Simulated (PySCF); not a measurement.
A side-by-side comparison of computed properties.

First species: ZnMeH, CH₄Zn (singlet state).
Structure used (PBE0-D3(BJ)/def2-SVP), in Å, numbered top down from 1:
```xyz
6
CH4Zn angstrom
Zn    -0.0093    0.0071   -1.2394
C      0.0026   -0.0004    0.7042
H     -0.4463    0.9173    1.1187
H      1.0297   -0.0721    1.0992
H     -0.5650   -0.8557    1.1070
H     -0.0117    0.0038   -2.7897
```

Second species: C₆H₁₀BNO₂.
SMILES with atom numbers: `[CH2:1]=[N:2][C@:3]12[CH2:4][C@:5]([B:6]([OH:7])[OH:8])([CH2:9]1)[CH2:10]2` (hydrogens: H11, H12 on C1; H13, H14 on C4; H15 on O7; H16 on O8; H17, H18 on C9; H19, H20 on C10)

Levels: PBE0/def2-SVPD for dipole moment, HOMO energy, LUMO energy, HOMO–LUMO gap, static isotropic polarisability and electronic spatial extent ⟨r²⟩ about the centre of nuclear charge; TDDFT PBE0/def2-SVPD for lowest singlet excitation; TDA PBE0/def2-SVPD for lowest triplet excitation (Tamm–Dancoff); ΔSCF PBE0/def2-SVPD for vertical ionisation energy; PBE0-D3(BJ)/def2-SVP for rotational constant A and rotational constant C. Geometries: PBE0-D3(BJ)/def2-SVP. Each structure is a single optimised conformer of the isolated species, non-relativistic unless stated; the electronic structure was computed with PySCF and density fitting.

Dipoles, sizes and rotational constants follow the conformer. The torsions of the flexible species, by atom-mapped SMILES:
- `[CH2:1]=[N:2][C@:3]12[CH2:4][C@:5]([B:6]([OH:7])[OH:8])([CH2:9]1)[CH2:10]2`: C1–N2–C3–C4 122°, C4–C5–B6–O7 2°, H–O7–B6–C5 180°, H–O8–B6–C5 -179°

Values for the first species:

* Dipole moment: 0.47 D
* HOMO energy: -7.52 eV
* LUMO energy: -0.29 eV
* HOMO–LUMO gap: 7.23 eV
* Lowest singlet excitation: 5.84 eV
* Lowest triplet excitation (Tamm–Dancoff): 5.52 eV
* Static isotropic polarisability: 40.5 au
* Vertical ionisation energy: 9.83 eV
* Electronic spatial extent ⟨r²⟩ about the centre of nuclear charge: 187 bohr²
* Rotational constant A: 158.808 GHz
* Rotational constant C: 9.091 GHz

Question: Estimate the same properties for the second species, and the change in each.

Answer: 
```
                                                         property        first      second  second less first
                                                    dipole moment       0.47 D      3.33 D            +2.86 D
                                                      HOMO energy     -7.52 eV    -7.06 eV           +0.46 eV
                                                      LUMO energy     -0.29 eV    -0.39 eV           -0.10 eV
                                                    HOMO–LUMO gap      7.23 eV     6.67 eV           -0.56 eV
                                        lowest singlet excitation      5.84 eV     4.73 eV           -1.11 eV
                         lowest triplet excitation (Tamm–Dancoff)      5.52 eV     3.96 eV           -1.56 eV
                                  static isotropic polarisability      40.5 au     96.8 au           +56.3 au
                                       vertical ionisation energy      9.83 eV     8.95 eV           -0.88 eV
electronic spatial extent ⟨r²⟩ about the centre of nuclear charge    187 bohr²  1652 bohr²        +1465 bohr²
                                            rotational constant A  158.808 GHz   3.587 GHz       -155.221 GHz
                                            rotational constant C    9.091 GHz   0.699 GHz         -8.392 GHz
```

On the first: The ΔSCF ionisation energy exceeds −ε(HOMO) by 2.31 eV with PBE0. No computed singlet falls in the visible range (750 to 380 nm, 1.65 to 3.26 eV); S1 lies 2.58 eV above its blue end.

On the second: The vertical singlet–triplet gap S1 − T1 is 0.77 eV (TDDFT singlet less Tamm–Dancoff triplet). In wavenumbers S1 is 38100 cm⁻¹ (1 eV = 8065.54 cm⁻¹).
